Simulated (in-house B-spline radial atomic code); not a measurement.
# Removing one electron from Ba

Closed shell [Xe] 6s2. Computed with an all-electron radial atomic-structure program (B-spline basis): Koopmans values of Dirac-Hartree-Fock plus a diagonal self-energy, in second order or with its direct term screened (direct RPA, with the hole-particle interaction, or full time-dependent Hartree-Fock), linearised in energy; no-pair Dirac-Coulomb Hamiltonian, finite nucleus. Shifts add to the Koopmans value (the ΔSCF shift is orbital relaxation alone); the final value takes TDHF screening with Breit and QED.

Command:
```bash
python run_mb.py task.json out
```
Settings (nuclear radius in fm, box in bohr, cutoff in hartree):
```
basis_form          2
Z                   56
core_configuration  [Xe] 6s2
rms_radius          4.8378
mass_number         138
speed_of_light      137.036
box_radius          30.116
lmax                7
intervals           66
virtual_cutoff      12544.0
```

Cost of the run: 32 s on 1 thread of Arm Neoverse V1, with other jobs on the host.

Energies in eV:

```csv
subshell,Koopmans,ΔSCF shift,second order,direct RPA,hole-particle,TDHF,Breit + QED,final
6s1/2,4.440,-0.160,?,?,?,?,?,?
```

(1) What does the self-energy do to 6s1/2?

Results:

(1) It shifts the removal energy by 0.910 eV in second order, 0.448 with direct RPA, 0.381 with the hole-particle term and 0.544 with TDHF screening (quasi-particle weight 0.872); Breit and QED add -0.003 eV. The final value is 4.981 eV, against 5.212 eV (NIST, measured).
